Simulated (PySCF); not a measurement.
Spectra and structures to be paired. Level of theory: TDDFT PBE0/def2-SVPD, vertical, gas phase, core orbitals frozen in the response (PySCF 2.14.0, density-fitted response routines). Geometries: GFN2-xTB; one conformer of each isolated species. Triplets are in the Tamm–Dancoff approximation.

A. `C#C[P@@](C)(=O)C(C)=O`
B. `CO[C@@H](F)CC(F)(F)F`
C. `FCSCS[SiH3]`

Lowest singlet levels (six at most, fewer where fewer were computed) with oscillator strengths:

1. 5.35 eV (f 0.002); 5.65 eV (f 0.020); 5.86 eV (f 0.027); 6.17 eV (f 0.021); 6.35 eV (f 0.012); 6.38 eV (f 0.005); T1 4.92 eV
2. 8.17 eV (f 0.015); 8.87 eV (f 0.014); 9.03 eV (f 0.023); 9.17 eV (f 0.035); 9.20 eV (f 0.002); 9.41 eV (f 0.043); T1 7.97 eV
3. 3.55 eV (f 0.003); 5.24 eV (f 0.005); 5.50 eV (f 0.005); 5.64 eV (f 0.002); 5.87 eV (f 0.002); 6.07 eV (f 0.060); T1 2.97 eV

Task: Match each spectrum to its molecule.

Result: 1 = C, 2 = B, 3 = A.
- A: S1 at 3.55 eV, HOMO→LUMO (94%); Löwdin shares by element: HOMO oxygen 58%, carbon 13% or more, phosphorus 11% (atoms not listed hold the other 18%); LUMO carbon 39% or more, oxygen 27% or more, phosphorus 11% (atoms not listed hold the other 23%); HOMO -7.29 and LUMO -1.86 eV.
- B: S1 at 8.17 eV, HOMO→LUMO (96%); Löwdin shares by element: HOMO oxygen 59%, carbon 19% or more, hydrogen 6% or more (atoms not listed hold the other 17%); LUMO carbon 35% or more, hydrogen 9% or more, oxygen 8% (atoms not listed hold the other 48%); HOMO -8.83 and LUMO 0.61 eV.
- C: S1 at 5.35 eV, HOMO→LUMO (84%), HOMO→LUMO+1 (10%); Löwdin shares by element: HOMO sulfur 82%, carbon 4% or more; LUMO sulfur 35%, silicon 28%, hydrogen 8% or more (atoms not listed hold the other 28%); HOMO -6.96 and LUMO -0.28 eV.
